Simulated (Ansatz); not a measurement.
The cluster Zr₂Si₂⁻. Charge -1, multiplicity 2. Geometry B3LYP-D4/def2-SVPD; atoms count from 1.

```csv
atom,x (Å),y (Å),z (Å)
Zr1,-1.1122,-1.0171,-0.5060
Zr2,0.1552,0.1407,1.5760
Si3,1.4009,-0.5699,-0.5358
Si4,-0.4438,1.4464,-0.5342
```

In the def2 sets Zr takes a core potential; there is no spin–orbit coupling. The relaxed charge -1 doublet is spin-contaminated (final ⟨S²⟩ up to 0.93, 0.75 for a pure state). The structure comes from a short search, and lower isomers may exist.

(1) Estimate the Mulliken populations from the PBE0/def2-TZVPD orbitals of Ansatz.

(2) Where does the spin sit?

(3) And the Mayer bond orders between heavy atoms (over 0.3)?

## Answers

(1) 
```json
{"atom": "Zr1", "charge (e)": "0.00", "spin (α − β)": "0.25", "d electrons": "2.70"}
{"atom": "Zr2", "charge (e)": "-0.01", "spin (α − β)": "0.89", "d electrons": "2.72"}
{"atom": "Si3", "charge (e)": "-0.49", "spin (α − β)": "-0.07", "d electrons": "–"}
{"atom": "Si4", "charge (e)": "-0.49", "spin (α − β)": "-0.07", "d electrons": "–"}
```
Mulliken values depend strongly on the basis. With diffuse functions, as here, like atoms can get unlike values, and bond orders can come out too low or too high.

(2) Summed by element: Zr 1.13, Si -0.13, of 1 unpaired in all. Largest on single atoms: Zr2 0.89, Zr1 0.25, Si3 -0.07.

(3) Zr1–Zr2 2.21 (2.70 Å); Zr1–Si3 1.35 (2.55 Å); Zr1–Si4 1.35 (2.55 Å); Zr2–Si3 1.32 (2.55 Å); Zr2–Si4 1.32 (2.55 Å); Si3–Si4 0.43 (2.73 Å).
